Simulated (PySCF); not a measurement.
C₃H₁₂OSi₃.
SMILES with atom numbers: `[CH2:1]=[CH:2][CH2:3][Si@H:4]([SiH3:5])[O:6][SiH3:7]` (hydrogens: H8, H9 on C1; H10 on C2; H11, H12 on C3; H13 on Si4; H14, H15, H16 on Si5; H17, H18, H19 on Si7)

Level of theory: PBE0-D3(BJ)/def2-SVP geometry optimisation, gas phase in PySCF 2.14.0.

**Question.** List the bond lengths, angles and torsions at this level.

**Answer.** 
```
                     bond  length (bohr)   order
                    C1=C2          2.526  double
                    C2–C3          2.819  single
                   C3–Si4          3.576  single
                  Si4–Si5          4.445  single
                   Si4–O6          3.143  single
                   O6–Si7          3.135  single
                    C1–H8          2.065  single
                    C1–H9          2.069  single
                   C2–H10          2.074  single
                   C3–H11          2.085  single
                   C3–H12          2.085  single
                  Si4–H13          2.824  single
Si5–H14, Si5–H15, Si5–H16          2.829  single
Si7–H17, Si7–H18, Si7–H19          2.821  single
```

Bonds in one row agree within 0.02 bohr and their mean is given. Orders are formal, as drawn. A selection of angles:
```
      angle  degrees
   C2–C1–H8    121.3
   C2–C1–H9    121.5
   H8–C1–H9    117.2
   C1–C2–C3    125.4
  C1–C2–H10    118.3
  C3–C2–H10    116.2
  C2–C3–Si4    110.2
  C2–C3–H11    111.9
  C2–C3–H12    111.4
 Si4–C3–H11    108.4
 Si4–C3–H12    107.1
 H11–C3–H12    107.7
 C3–Si4–Si5    110.8
  C3–Si4–O6    108.8
 C3–Si4–H13    109.6
 Si5–Si4–O6    109.7
Si5–Si4–H13    110.1
 O6–Si4–H13    107.7
Si4–Si5–H14    109.9
Si4–Si5–H15    111.2
H14–Si5–H15    108.2
H14–Si5–H16    108.6
 Si4–O6–Si7    143.3
 O6–Si7–H17    108.4
 O6–Si7–H18    110.6
 O6–Si7–H19    110.3
H17–Si7–H18    109.0
```

Dihedral angles: C1–C2–C3–Si4 97° (anticlinal); C2–C3–Si4–Si5 60° (synclinal); C3–Si4–O6–Si7 75° (synclinal).

Si5 (SiH3 silicon) is tetrahedral (angles from 108.2° to 111.2°). Si7 (oxygen-bound silicon) is tetrahedral (angles from 108.4° to 110.6°). Of the pairs four or more bonds apart, C1···Si7 is among the closest relative to their van der Waals radii: 3.67 Å, 97 % of the sum of Bondi's values. Si4 (oxygen-bound silicon) is tetrahedral (angles from 107.7° to 110.8°). The C–C distances run from 1.337 Å (C1=C2, drawn double) to 1.492 Å (C2–C3, drawn single), a spread of 0.155 Å.

Point group: C1 (no symmetry element, even within 0.4 Å). No PBE0-D3(BJ)/def2-SVP frequencies stand behind this structure, so it isn't proved a minimum. The numbers are those of one conformer.

The run took 4.8 min on one thread, Arm Neoverse V2, shared host. That covers the optimisation of the geometry.
